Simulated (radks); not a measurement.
Values are calculated unless marked as measured or tabulated.
Dipole-allowed excitations along the series with 36 electrons in [Kr]. Level of theory: scalar-relativistic Kohn-Sham, LB94 model potential, spin-unpolarised, spherical densities, finite nucleus; Fermi nuclear charge, rms radius of each element as measured or else 0.836 A^(1/3) + 0.57 fm (a radial shooting solver on a logarithmic mesh with Libxc functionals). Time-dependent linear response with the Hartree and adiabatic LDA kernel, continuum included through the Sternheimer equations, no spin-orbit coupling, so fine structure and intercombination lines are absent. Lines are the poles of the dipole polarisability below minus the highest occupied eigenvalue, found on a grid refined at the orbital gaps; the lowest seven at most are given, and weak or close lines can be missed. The first line takes the name of the lowest orbital gap if no other gap lies below it; otherwise a line is named after a gap within 0.6 % of it, if that gap stands alone.

species,-e(HOMO) (eV),lowest orbital gap (eV),first line (eV),f,static alpha (bohr^3)
Sn14+,383.53,4p-4d 73.321,91.480 (4p-4d),4.52,0.4537
Sb15+,423.91,4p-4d 77.505,96.502 (4p-4d),4.40,0.3975
Te16+,466.11,4p-4d 81.729,101.55 (4p-4d),4.30,0.3503
I17+,510.13,4p-4d 85.999,106.64 (4p-4d),4.20,0.3103
Xe18+,555.97,4p-4d 90.319,111.77 (4p-4d),4.10,0.2761
Cs19+,603.63,4p-4d 94.695,116.94 (4p-4d),4.02,0.2467
